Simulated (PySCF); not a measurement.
Ionisation energy of Tl by level of theory

Tl [Xe] 4f14 5d10 6s2 6p1 (2P) → Tl⁺ [Xe] 4f14 5d10 6s2 (1S), as a difference of total energies. All numbers are calculated (PySCF 2.14, scalar relativity through the core potential, in def2-TZVP with the def2 core potential (60 electrons) (6s5p3d2f, 50 functions)). Correlated levels: valence: 5s2 5p6 5d10 frozen. The calculations carry no spin-orbit coupling.

Task: Order these methods by the ionisation energy they give, lowest first.
A. r2SCAN
B. CCSD(T) (valence)
C. MP2 (valence)
D. UHF

Result: D (5.013 eV), C (5.179 eV), B (5.238 eV), A (5.500 eV).

Errors of the correlated levels include the incompleteness of this basis and the frozen core.

For comparison: 5.464 eV (measured; NIST levels, between the centres of gravity of the two terms).
